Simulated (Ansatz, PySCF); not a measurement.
Reaction (SMILES): [SiH3][PH-] → [SiH2-]P
Geometries: B3LYP-D3(BJ)/def2-TZVP minima from Ansatz (a program for electronic structure), one conformer each, not searched for the lowest.

Property: isomerisation energy (enthalpy at 298 K, with B3LYP-D3(BJ) rigid-rotor harmonic-oscillator terms from PySCF), in kJ/mol. Valence correlation only, unless marked. Spin-orbit coupling is left out. Non-relativistic. Anions need diffuse functions: aug- sets have them; def2-D sets add few; the other sets have none. Basis-set limits of correlation are two-point, X^-3; Hartree-Fock from the larger set. [CCSD(T)-MP2]/basis is that difference in the basis named.

| level | program | isomerisation energy (kJ/mol) |
|---|---|---|
| HF-D3(BJ)/def2-TZVPD | PySCF + dftd3 | 53.7 |
| M06-L-D4/def2-TZVPD | PySCF + dftd4 | 59.7 |
| PBE0-D4/def2-TZVP | Ansatz + dftd4 | 44.7 |
| TPSSh-D4/def2-TZVPD | PySCF + dftd4 | … |
| RI-MP2/CBS(aug-cc-pV(T+d)Z,aug-cc-pV(Q+d)Z)+[CCSD(T)-MP2]/aug-cc-pV(T+d)Z | Ansatz | … |

Task: What belongs in the gaps?

Result: 
- TPSSh-D4/def2-TZVPD, isomerisation energy (kJ/mol): 50.2
- RI-MP2/CBS(aug-cc-pV(T+d)Z,aug-cc-pV(Q+d)Z)+[CCSD(T)-MP2]/aug-cc-pV(T+d)Z, isomerisation energy (kJ/mol): 54.8
